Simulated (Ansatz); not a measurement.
Total energies of `O[Si](O)(O)CCC(F)(F)C(F)(F)C(F)(F)C(F)(F)C(F)(F)C(F)(F)F` from Ansatz at PBE-D4/def2-TZVP, gas phase (1 Eh = 27.2114 eV = 2625.5 kJ/mol). The reference geometry is relaxed at PBE-D4/def2-SVP.

```csv
state,geometry,energy (Eh)
charge 0 singlet,reference,-2121.22742
charge 1 doublet,reference,-2120.86757
charge 1 doublet,relaxed at PBE-D4/def2-SVP,-2120.88270
charge -1 doublet,reference,-2121.20071
charge -1 doublet,relaxed at PBE-D4/def2-SVP,-2121.26816
free O atom (triplet),–,-75.00967
free Si atom (triplet),–,-289.22285
free C atom (triplet),–,-37.79597
free F atom (doublet),–,-99.66912
free H atom (doublet),–,-0.49962
```

Single mean-field runs in def2-TZVP are fitted with def2-universal-jkfit.

(1) Work out the vertical ionisation energy to the doublet.

(2) Work out the vertical electron affinity, to the doublet.

(3) Give the fundamental gap IE − EA, the Mulliken electronegativity (IE + EA)/2 and the hardness (IE − EA)/2.

(4) How much does the charge 1 doublet relax, and what is the adiabatic ionisation energy?

(5) How much does the charge -1 doublet relax, and what is the adiabatic electron affinity?

(6) What is the binding energy per atom against free atoms?

(1) E(charge 1 doublet) − E(charge 0 singlet) = -2120.86757 − (-2121.22742) = 0.35985 Eh = 9.79 eV. For comparison, −ε of the highest occupied level is 7.22 eV at this level, 2.57 eV less.

(2) E(charge 0 singlet) − E(charge -1 doublet) = -2121.22742 − (-2121.20071) = -0.02671 Eh = -0.73 eV; negative, so the extra electron isn't bound. The basis lacks diffuse functions, which makes affinities too small.

(3) From the values in Eh: IE − EA = 0.35985 − (-0.02671) = 0.38656 Eh = 10.52 eV; (IE + EA)/2 = 4.53 eV; (IE − EA)/2 = 5.26 eV. The HOMO–LUMO gap of the same run is 5.96 eV, 4.56 eV smaller than the fundamental gap.

(4) Relaxation: -2120.86757 − (-2120.88270) = 0.01513 Eh = 0.41 eV. Adiabatic ionisation energy: 0.34472 Eh = 9.38 eV, without zero-point energy. 

(5) Relaxation: -2121.20071 − (-2121.26816) = 0.06745 Eh = 1.84 eV. Adiabatic electron affinity: 0.04074 Eh = 1.11 eV, without zero-point energy. Bonds change on the way (1 lost, 0 formed), so the relaxed form is another species. 

(6) Atoms: 3 × (-75.00967) + 1 × (-289.22285) + 8 × (-37.79597) + 13 × (-99.66912) + 7 × (-0.49962) = -2115.81552 Eh. Binding: -2115.81552 − (-2121.22742) = 5.41190 Eh = 147.27 eV, or 4.60 eV for each of 32 atoms (no zero-point energy, no counterpoise term).

At PBE-D4/def2-TZVP the gap within one spin of the charge 1 doublet nearly closes, so an electron or hole may be smeared out by delocalisation error. At PBE-D4/def2-TZVP the gap within one spin of the relaxed charge 1 doublet nearly closes, so an electron or hole may be smeared out by delocalisation error. At PBE-D4/def2-TZVP the highest occupied level of the charge -1 doublet lies above zero (up to 2.55 eV). By energy differences it is unbound by 0.73 eV (vertical, to the charge 0 singlet, at PBE-D4/def2-TZVP) and held by the finite basis.
